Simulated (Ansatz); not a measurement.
CH8GeInN (`[CH3][In]([NH2])[GeH3]`). The species carries charge 0 and has multiplicity 1. In: def2 effective core potential.

Cartesian coordinates in Å:
```
C -0.5973 -0.8594 -2.0014
In -0.1322 -0.2028 -0.0084
N -0.8683 -1.3704 1.4595
Ge 1.2196 1.8455 0.8312
H -1.1446 -0.0819 -2.5367
H -1.2053 -1.7640 -1.9681
H 0.3211 -1.0682 -2.5524
H -1.4148 -2.2019 1.3058
H -0.7369 -1.1994 2.4425
H 1.3122 1.8938 2.3686
H 2.6624 1.8359 0.2880
H 0.5840 3.1728 0.3716
```

Q: List the harmonic frequencies (cm⁻¹, unscaled) at PBE0-D4/def2-TZVP in Ansatz. (An estimate is asked.)

A: The calculation gave: 37, 41, 71, 87, 121, 176, 209, 372, 416, 424, 508, 601, 645, 691, 724, 790, 886, 886, 1192, 1449, 1451, 1547, 2122, 2129, 2133, 3060, 3150, 3159, 3599, 3709.

Q: Is this a minimum?

A: Yes, all 30 modes are real.

Q: Give the ideal-gas thermochemistry at 298.15 K and 1 bar (rigid rotor, harmonic oscillator; point group Cs, symmetry number 1).

A: Zero-point energy 217.6 kJ/mol; H(298) − E = 245.9 kJ/mol; entropy 427.6 J/(mol·K), of which translation 176.2, rotation 119.7, vibration 131.7; G(298) − E = 118.4 kJ/mol. Modes under 100 cm⁻¹ are hindered rotations or soft bends, so the harmonic entropy is rough.

Q: And at 400, 500, 600, 800 and 1000 K?

A: 
```tsv
T (K)	H − E (kJ/mol)	S (J/mol/K)	G − E (kJ/mol)
400	261.0	470.9	72.6
500	277.5	507.7	23.6
600	295.4	540.3	-28.8
800	334.5	596.4	-142.6
1000	377.1	643.9	-266.8
```

Q: Rotational constants (cm⁻¹)?

A: 0.1538, 0.0374, 0.03059.
